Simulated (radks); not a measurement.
The numbers below are computed, except where a source is named.
Successive ionisation energies (eV) of one element, from differences of total energies of ions in their ground configurations, starting at charge 22: 1116.7, 1185.1, 1254.4, 1324.6, 1424.6, 1499.9, 1576.2, 1653.5, 1731.6, 1983.3, 2052.4, 2120.1, 2218.6, 2290.2, 2360.5, 2550.8, 2630.1, 6204.7, 6400.8, 6591.6, 6880.0, 7084.9. Level of theory: scalar-relativistic Kohn-Sham, r2SCAN, spin-polarised, spherical densities, finite nucleus; open shells are filled with parallel spins first (spin-orbit coupling, left out, can overturn this in heavy ions); meta-GGA in the generalised Kohn-Sham scheme; Fermi nuclear charge, rms radius 4.6156 fm (a radial shooting solver on a logarithmic mesh with Libxc functionals). Which element is it?

Answer. Indium (Z = 49). The first species listed is In22+ in [Ar] 3d9, the last In43+ in [He] 2s2 2p2.
